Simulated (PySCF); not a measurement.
**Relaxation of singlet BeBr2**

Method: PBE0 in PySCF with Be def2-TZVP, Br def2-TZVP; no relativity; density-fitted integrals. A (50,194) grid was used.

A hand-made bent start, of C2v symmetry, held to at least that symmetry:

```xyz
3
charge 0 multiplicity 1, angstrom
Be    0.0000    0.0000   -1.1720
Br    1.7694    0.0000    0.0669
Br   -1.7694    0.0000    0.0669
```

At each step, columns x, y, z (Å) and Fx, Fy, Fz (eV/Å):

```
step 0  E − E(last) = 145.97 kJ/mol
Be   0.000   0.000  -1.172   0.000   0.000   3.583
Br   1.769   0.000   0.067  -0.992   0.000  -1.792
Br  -1.769   0.000   0.067   0.992   0.000  -1.792
step 1  E − E(last) = 75.17 kJ/mol
Be   0.000   0.000  -0.989   0.000   0.000   2.272
Br   1.813   0.000  -0.025  -0.617   0.000  -1.136
Br  -1.813   0.000  -0.025   0.617   0.000  -1.136
step 2  E − E(last) = 28.54 kJ/mol
Be   0.000   0.000  -0.768   0.000   0.000   0.834
Br   1.848   0.000  -0.135   0.292   0.000  -0.417
Br  -1.848   0.000  -0.135  -0.292   0.000  -0.417
step 3  E − E(last) = 8.73 kJ/mol
Be   0.000   0.000  -0.588   0.000   0.000   0.555
Br   1.933   0.000  -0.225  -0.149   0.000  -0.278
Br  -1.933   0.000  -0.225   0.149   0.000  -0.278
step 4  E − E(last) = 2.32 kJ/mol
Be   0.000   0.000  -0.433   0.000   0.000   0.222
Br   1.978   0.000  -0.303  -0.451   0.000  -0.111
Br  -1.978   0.000  -0.303   0.451   0.000  -0.111
step 5  E − E(last) = 0.50 kJ/mol
Be   0.000   0.000  -0.393   0.000   0.000   0.102
Br   1.963   0.000  -0.322  -0.180   0.000  -0.051
Br  -1.963   0.000  -0.322   0.180   0.000  -0.051
step 6  E − E(last) = 0.02 kJ/mol
Be   0.000   0.000  -0.357   0.000   0.000   0.021
Br   1.954   0.000  -0.341  -0.018   0.000  -0.011
Br  -1.954   0.000  -0.341   0.018   0.000  -0.011
step 7  E − E(last) = 0.00 kJ/mol
Be   0.000   0.000  -0.346   0.000   0.000   0.001
Br   1.954   0.000  -0.346  -0.008   0.000   0.000
Br  -1.954   0.000  -0.346   0.008   0.000   0.000
step 8  E − E(last) = 0.00 kJ/mol
Be   0.000   0.000  -0.346   0.000   0.000   0.000
Br   1.953   0.000  -0.346   0.002   0.000   0.000
Br  -1.953   0.000  -0.346  -0.002   0.000   0.000
```

It ends at D∞h with Be–Br 1.953 Å (×2); Br–Be–Br 180.0°. A frequency run shows a minimum. Other isomers or separated fragments may lie lower.

The relaxation took 19 s on 4 threads of a shared Arm Neoverse N1 host, with 115 basis functions and 9 gradients; the process peaked at 0.62 GiB.
